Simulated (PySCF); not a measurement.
Isomers of C5H8OS, one GFN2-xTB conformer each. Single-point energies are computed at PBE0/pcSseg-1 (PySCF, gas phase, no added dispersion term), electronic only.

Task: Rank them by PBE0/pcSseg-1 energy, lowest first (kcal/mol).
A. `[CH2:1]=[C:2]([S:3][CH3:4])[C:5]([CH3:6])=[O:7]` with C1–C2–S3–C4 4°, C1–C2–C5–C6 166°
B. `[CH2:1]=[CH:2][CH2:3][O:4][C:5]([CH3:6])=[S:7]` with C1–C2–C3–O4 136°, C2–C3–O4–C5 177°, C3–O4–C5–C6 180°
C. `[CH3:1][C@@H:2]1[CH2:3][CH:4]=[CH:5][S@@:6]1=[O:7]` with C1–C2–C3–C4 -147°, C2–C3–C4–C5 16°, C4–C5–S6–O7 92°, C1–C2–S6–C5 148°
D. `[CH2:1]=[CH:2]/[CH:3]=[CH:4]\[S@@:5]([CH3:6])=[O:7]` with C1–C2–C3–C4 -176°, C3–C4–S5–C6 89°
E. `[CH2:1]=[CH:2][CH2:3][C:4](=[S:5])[O:6][CH3:7]` with C1–C2–C3–C4 -112°, C2–C3–C4–S5 -92°, C3–C4–O6–C7 -177°

Result: A (0.0), B (6.9), E (8.9), C (26.5), D (49.4).

As drawn, the lowest has a C=O bond, which the highest lacks; the highest has an S=O bond, which the lowest lacks. Neighbours under 2.5 kcal/mol apart (C=CCOC(C)=S and C=CCC(=S)OC) can change places with a better method, another conformer or zero-point energy. GFN2-xTB itself gives, in the same order: 4.2, 1.1, 1.6, 0.0, 29.9. GFN2-xTB puts C[C@@H]1CC=C[S@@]1=O lowest instead; measured from each level's own lowest isomer, the values differ by up to 26.5 kcal/mol (C[C@@H]1CC=C[S@@]1=O: 0.0 against 26.5).

Task: Which frontier levels, dipoles and rotational constants go with these structures?

Result: 
| SMILES | HOMO (eV, PBE0/pcSseg-1) | LUMO (eV) | dipole (D) | A, B, C (MHz) |
| --- | --- | --- | --- | --- |
| C=C(SC)C(C)=O | -6.57 | -1.55 | 3.21 | 4080, 1535, 1139 |
| C=CCOC(C)=S | -6.47 | -1.21 | 2.33 | 4681, 1101, 918.8 |
| C=CCC(=S)OC | -6.52 | -1.34 | 2.25 | 3308, 1481, 1138 |
| C[C@@H]1CC=C[S@@]1=O | -6.52 | -0.62 | 4.03 | 2887, 2711, 1657 |
| C=C/C=C\[S@@](C)=O | -6.61 | -1.52 | 4.23 | 4997, 1168, 1088 |
